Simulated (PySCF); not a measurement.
C3H9NSi2, SMILES C(C[SiH2][SiH3])C#N.

Coordinates come from a B3LYP-D3(BJ)/def2-SVP optimisation. This is a generated structure with no PubChem entry under its InChIKey; it may be hypothetical. One conformer was computed; it need not be the lowest.

Two levels are set side by side: TDDFT-PBE/def2-SVPD (PySCF) and TDDFT-B3LYP/def2-SVPD (PySCF). Vertical, same geometry. The lowest singlet is HOMO→LUMO 92 % with PBE and HOMO→LUMO 97 % with the other functional; states are paired by order. Differences are taken from unrounded values.

| quantity | TDDFT-PBE |
|---|---|
| lowest singlet excitation (eV) | 6.26 |
| lowest triplet excitation (TDA) (eV) | 5.79 |
| first bright state (f over 0.05) (eV) | 6.90 |
| its oscillator strength | 0.06 |

Problem. These are the TDDFT-PBE values. What does TDDFT-B3LYP give? (An estimate is asked for; the answer gives what the named calculation found.)

Solution. 
```json
[
 {"quantity": "lowest singlet excitation (eV)", "TDDFT-B3LYP": "6.76", "TDDFT-PBE minus TDDFT-B3LYP": "-0.49"},
 {"quantity": "lowest triplet excitation (TDA) (eV)", "TDDFT-B3LYP": "6.14", "TDDFT-PBE minus TDDFT-B3LYP": "-0.35"},
 {"quantity": "first bright state (f over 0.05) (eV)", "TDDFT-B3LYP": "7.32", "TDDFT-PBE minus TDDFT-B3LYP": "-0.42"},
 {"quantity": "its oscillator strength", "TDDFT-B3LYP": "0.08", "TDDFT-PBE minus TDDFT-B3LYP": "-0.02"}
]
```

Functionals without exact exchange tend to place singlet excitations lower, as here. Differences between two approximate levels are no errors against the true value.

Rough cost on one machine, each run with all the roots and properties that it gave: TDDFT-B3LYP against TDDFT-PBE about 4 times.
